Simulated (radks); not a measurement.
Results of a calculation; reference values are marked as such.
Problem. All-electron atom: Os15+ in [Kr] 4d10 4f13 5s2 (the NIST ground configuration). Level of theory: scalar-relativistic Kohn-Sham, LDA (Slater exchange, VWN5 correlation), spin-polarised, spherical densities, finite nucleus; open shells are filled with parallel spins first (spin-orbit coupling, left out, can overturn this in heavy ions); Fermi nuclear charge, rms radius 5.4126 fm (a radial shooting solver on a logarithmic mesh with Libxc functionals). Some entries of the table are withheld. Estimate them.

| orbital | occ. | eigenvalue (hartree) | <r> (bohr) |
|---|---|---|---|
| 1s down | 1 | -2723.372 | 0.01775 |
| 1s up | 1 | -2723.372 | 0.01775 |
| 2s up | 1 | -483.9953 | 0.07494 |
| 2s down | 1 | -483.9939 | 0.07494 |
| 2p up | 3 | -423.2649 | 0.06728 |
| 2p down | 3 | -423.2638 | 0.06728 |
| 3s up | 1 | -121.4074 | 0.1940 |
| 3s down | 1 | -121.3805 | 0.1940 |
| 3p up | 3 | -103.5628 | 0.1945 |
| 3p down | 3 | -103.5358 | 0.1945 |
| 3d up | 5 | -83.56591 | 0.1761 |
| 3d down | 5 | -83.54476 | 0.1761 |
| 4s up | 1 | -34.46078 | 0.4302 |
| 4s down | 1 | -34.41553 | 0.4303 |
| 4p up | 3 | -28.56790 | (1) |
| 4p down | 3 | -28.52428 | (2) |
| 4d up | 5 | -21.23683 | (3) |
| 4d down | 5 | -21.19456 | (4) |
| 5s up | 1 | -13.48284 | 0.9045 |
| 5s down | 1 | -13.46253 | 0.9053 |
| 4f up | 7 | -13.02324 | 0.5152 |
| 4f down | 6 | -12.98069 | 0.5159 |

Solution. 
(1) 4p up <r> (bohr): 0.4564
(2) 4p down <r> (bohr): 0.4565
(3) 4d up <r> (bohr): 0.4818
(4) 4d down <r> (bohr): 0.4820
